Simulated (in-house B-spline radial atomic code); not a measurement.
PBE hybrid excitations of the nitrogen ion N⁵⁺

Method: PBE hybrid with 0.5 exact exchange. Computed with an all-electron radial atomic-structure program (B-spline basis): linear response of the closed shell 1s2 with the functional's adiabatic kernel; non-relativistic, point nucleus, no spin-orbit coupling, no double excitations, S, P, D and F terms only.

Command:
```bash
python run_td.py task.json out
```
Settings (radii: box in bohr, nucleus in fm):
```
Z                        7
electrons                2
configuration            1s2
hamiltonian              nr
method                   pbeh
box_radius               16.35
exact_exchange_fraction  0.5
intervals                47
```

Run time, properties included: 0.1 s on 1 thread of Arm Neoverse N1 (shared host).

The lowest states, in the order of their Tamm-Dancoff energies; the method's threshold (minus the highest occupied level) is 532.05 eV. Labels give the largest channel, * marks a mixed state, and oscillator strengths are full-response dipole values. Semilocal kernels can invert the small singlet-triplet splittings of Rydberg terms. Energies in eV:

```
     state  full response  Tamm-Dancoff  oscillator strength
1s → 2s 3S         412.56        412.60                    -
1s → 2s 1S              ?             ?                    -
1s → 2p 3P         419.55        419.58                    -
1s → 2p 1P         423.98        424.00                0.636
1s → 3s 3S         482.03        482.04                    -
1s → 3s 1S         483.67        483.69                    -
1s → 3p 3P         484.06        484.07                    -
1s → 3p 1P         485.20        485.21                0.132
1s → 3d 3D         485.59        485.59                    -
1s → 3d 1D         485.63        485.63                    -
1s → 4s 3S         504.58        504.59                    -
1s → 4s 1S         505.23        505.24                    -
1s → 4p 3P         505.41        505.42                    -
1s → 4p 1P         505.88        505.88               0.0499
1s → 4d 3D              ?             ?                    -
1s → 4d 1D         506.02        506.02                    -
```

Question: Where does 1s → 4d 3D lie?

Answer: At 506.00 eV in full response, 506.00 eV in Tamm-Dancoff.

Question: Where does 1s → 2s 1S lie?

Answer: At 419.21 eV in full response, 419.29 eV in Tamm-Dancoff.

Question: How large is the singlet-triplet splitting of 1s → 2s (S terms) in Tamm-Dancoff?

Answer: 6.69 eV, from the unrounded values.

Question: What polarisabilities and dispersion coefficient does the method give?

Answer: Dipole 0.004715 bohr³, quadrupole 0.0003947 bohr⁵, C6 0.0003069 hartree·bohr⁶ for two such species.
